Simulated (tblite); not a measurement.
C2H8GeO2.
Atom-mapped SMILES: `[CH3:1][O:2][GeH2:3][O:4][CH3:5]` (hydrogens: H6, H7, H8 on C1; H9, H10 on Ge3; H11, H12, H13 on C5)

Computed with GFN2-xTB (tblite), gas phase: nudged elastic band of 9 images (0 to 8), spring 0.2 eV/Å², climbing image at the end, force threshold 0.05 eV/Å. No saddle search or frequency run followed, so the top image need not be a first-order saddle, and its height can exceed the method's true barrier by a kcal/mol or more.

Path: rotation about Ge3–O2 (germanium bonded to 2 O and 2 H, oxygen bonded to C and Ge), followed by the dihedral O4–Ge3–O2–C1. Start geometry (image 0):
```
atom  x, y, z in Å
C1     -1.974    0.607   -0.891
O2     -1.255   -0.609   -0.874
Ge3    -0.140   -1.168    0.359
O4      1.177   -0.030    0.576
C5      2.095    0.417   -0.400
H6     -1.327    1.467   -0.695
H7     -2.409    0.708   -1.887
H8     -2.776    0.598   -0.150
H9     -0.678   -1.153    1.757
H10     0.246   -2.472   -0.267
H11     2.642    1.256    0.034
H12     2.803   -0.372   -0.662
H13     1.592    0.751   -1.311
```

The converged band, energies from image 0, some withheld:

| image | dihedral (°) | O4–Ge3 (Å) | Ge3–O2 (Å) | O2–C1 (Å) | O4–Ge3–O2 (°) | Ge3–O2–C1 (°) | E (cm⁻¹) |
| --- | --- | --- | --- | --- | --- | --- | --- |
| 0 | -58 | 1.754 | 1.754 | 1.412 | 110.9 | 127.4 | 0 |
| 1 | -48 | 1.754 | 1.755 | 1.412 | 110.1 | 126.9 | ? |
| 2 | -39 | 1.754 | 1.755 | 1.413 | 110.2 | 127.5 | ? |
| 3 | -23 | 1.753 | 1.757 | 1.414 | 110.8 | 128.9 | 565 |
| 4 | 9 | 1.752 | 1.758 | 1.414 | 111.4 | 129.1 | ? |
| 5 | 37 | 1.753 | 1.756 | 1.414 | 110.5 | 127.8 | 863 |
| 6 | 58 | 1.753 | 1.754 | 1.413 | 110.4 | 126.8 | 680 |
| 7 | 74 | 1.751 | 1.752 | 1.412 | 110.9 | 127.3 | ? |
| 8 | 80 | 1.749 | 1.749 | 1.411 | 113.0 | 129.9 | 447 |

Q: Estimate the withheld energies, and name the highest image.

A: image 1: 54 cm⁻¹; image 2: 265 cm⁻¹; image 4: 937 cm⁻¹; image 7: 553 cm⁻¹. The highest is image 4.

Q: Between which neighbours does the energy rise most, and fall most?

A: It rises most from image 3 to 4 (+372 cm⁻¹) and falls most from image 5 to 6 (-183 cm⁻¹).

Q: Give the height of the top above the start in other units, and in kT at 298.15 K.

A: 0.1162 eV = 2.68 kcal/mol = 11.2 kJ/mol = 937 cm⁻¹, or 4.5 kT.

The cost below is that of the whole band run. On Intel Xeon Platinum 8488C, one thread, shared host, this took 2.9 s of wall time and 0.18 GiB of memory at its peak.
